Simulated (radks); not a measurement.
The numbers below are computed, except where a source is named.
How relativity changes the ionisation of neutral phosphorus ([Ne] 3s2 3p3) to P+ ([Ne] 3s2 3p2). Spin-unpolarised spherical Kohn-Sham, PBE, point nucleus unless stated (finite: rms radius 3.1889 fm), a radial shooting solver on a logarithmic mesh with Libxc functionals. A level marked "c x" has the speed of light scaled by that factor and shares open shells by 2j + 1; other Dirac levels either fill j = l - 1/2 first or share by 2j + 1.

\begin{tabular}{lrrrrr}
level & E(P) (hartree) & E(P+) (hartree) & IE (eV) & HOMO & <r> HOMO (bohr) \\ \hline
non-rel. & -341.04698 & -340.68898 & 9.742 & 3p & 2.372 \\
scalar-rel. & -341.90216 & -341.54461 & 9.730 & 3p & 2.373 \\
scalar-rel., finite nucleus & -341.90189 & -341.54434 & 9.730 & 3p & 2.373 \\
Dirac, 2j+1 shares & -341.90278 & -341.54522 & 9.730 & 3p3/2 & 2.376 \\
Dirac, low j first & -341.90474 & -341.54844 & 9.696 & 3p3/2 & 2.377 \\
Dirac, 2j+1 shares, finite nucleus & -341.90250 & -341.54494 & 9.730 & 3p3/2 & 2.376 \\
Dirac, c x 3 & -341.14157 & -340.78362 & 9.740 & 3p3/2 & 2.373 \\
Dirac, c x 5 & -341.08102 & -340.72304 & 9.741 & 3p3/2 & 2.372 \\
Dirac, c x 100 & -341.04707 & -340.68907 & 9.742 & 3p3/2 & 2.372 \\
\end{tabular}

NIST Atomic Spectra Database: 10.487 eV (measured). The relativistic part of the total energy of P is -0.8555 hartree (Dirac, 2j+1 shares, finite nucleus), 0.25 % of the non-relativistic value. Spin polarisation and multiplet splitting of open shells are left out at every level.

Beside tabulated values, note that spin-unpolarised runs miss the spin-polarisation part of the exchange energy of open shells.
